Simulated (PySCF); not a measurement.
Molfile (atoms numbered from 1):
```
C4H11NSi2
     RDKit          3D

 18 17  0  0  0  0  0  0  0  0999 V2000
    2.5469   -1.0794   -1.7360 C   0  0  0  0  0  0  0  0  0  0  0  0
    1.5207   -0.7307   -0.9632 C   0  0  0  0  0  0  0  0  0  0  0  0
    1.3686    0.5752   -0.3773 C   0  0  0  0  0  0  0  0  0  0  0  0
    0.3340    1.0381    0.3386 C   0  0  0  0  0  0  0  0  0  0  0  0
   -0.8924    0.4413    0.5935 N   0  0  0  0  0  0  0  0  0  0  0  0
   -1.5341    0.7372    2.1926 Si  0  0  0  0  0  4  0  0  0  0  0  0
   -1.7311   -0.5186   -0.6035 Si  0  0  0  0  0  4  0  0  0  0  0  0
    3.3198   -0.3756   -1.9999 H   0  0  0  0  0  0  0  0  0  0  0  0
    2.6500   -2.0752   -2.1312 H   0  0  0  0  0  0  0  0  0  0  0  0
    0.7667   -1.4655   -0.7150 H   0  0  0  0  0  0  0  0  0  0  0  0
    2.2133    1.2411   -0.4990 H   0  0  0  0  0  0  0  0  0  0  0  0
    0.4415    2.0133    0.8046 H   0  0  0  0  0  0  0  0  0  0  0  0
   -2.8869    0.1960    2.2070 H   0  0  0  0  0  0  0  0  0  0  0  0
   -1.5244    2.1849    2.4197 H   0  0  0  0  0  0  0  0  0  0  0  0
   -0.6774    0.0683    3.1760 H   0  0  0  0  0  0  0  0  0  0  0  0
   -1.1768   -0.1595   -1.9034 H   0  0  0  0  0  0  0  0  0  0  0  0
   -3.1412   -0.1359   -0.5147 H   0  0  0  0  0  0  0  0  0  0  0  0
   -1.6060   -1.9487   -0.3004 H   0  0  0  0  0  0  0  0  0  0  0  0
  1  2  2  0
  2  3  1  0
  3  4  2  0
  4  5  1  0
  5  6  1  0
  5  7  1  0
  1  8  1  0
  1  9  1  0
  2 10  1  0
  3 11  1  0
  4 12  1  0
  6 13  1  0
  6 14  1  0
  6 15  1  0
  7 16  1  0
  7 17  1  0
  7 18  1  0
M  END
```

A single conformation, in vacuum, fast rotation and ring inversion assumed for equivalent nuclei, non-relativistic Hamiltonian. GFN2-xTB geometry; PBE0/pcSseg-1 with gauge-including orbitals; PySCF 2.14.0 with density-fitted response routines.

δ = σ(ref) − σ, references computed at the same level: TMS for ¹³C (σ = 186.93 ppm), ¹H (σ = 31.72 ppm), ²⁹Si (σ = 349.16 ppm); NH3 for ¹⁵N (σ = 267.73 ppm).

| atoms | nucleus | count | Hirshfeld charge | δ (ppm) |
| --- | --- | --- | --- | --- |
| H8 | ¹H | 1 | 0.04 | 5.31 |
| N5 | ¹⁵N | 1 | -0.24 | 50.7 |
| C3 | ¹³C | 1 | -0.08 | 121.5 |
| H11 | ¹H | 1 | 0.04 | 5.60 |
| Si6/Si7 | ²⁹Si | 2 | 0.36 | -44.9 |
| H13/H14/H15/H16/H17/H18 | ¹H | 6 | -0.08 | 4.82 |
| H12 | ¹H | 1 | 0.04 | ? |
| C1 | ¹³C | 1 | -0.11 | ? |
| C4 | ¹³C | 1 | 0.00 | 144.3 |
| H10 | ¹H | 1 | 0.04 | 6.90 |
| H9 | ¹H | 1 | 0.04 | ? |
| C2 | ¹³C | 1 | -0.05 | ? |

Q: Fill in the missing shifts.

A: 
- C2: 139.9 ppm, alkene CH; the olefinic region
- C1: 118.6 ppm, terminal =CH2 carbon; an sp2 carbon of a C=C bond
- H12: 5.98 ppm, hydrogen on an alkene carbon bearing nitrogen; a vinylic proton, deshielded by the sp2 carbon and the C=C anisotropy
- H9: 5.25 ppm, hydrogen on a terminal =CH2 carbon; olefinic region

Shifts are as computed. Against solution values, carbons near 30 ppm lie about +3 ppm off and those near 130 ppm about +5 ppm. Of 1211 compounds with measured shifts, 218 miss one by over three times the rms of a fit or turn the order of signals round; such compounds aren't used in these exercises. Experimental scales use liquid or dissolved standards, which lie at an offset from isolated NH3 (liquid NH3: subtract about 20 ppm).
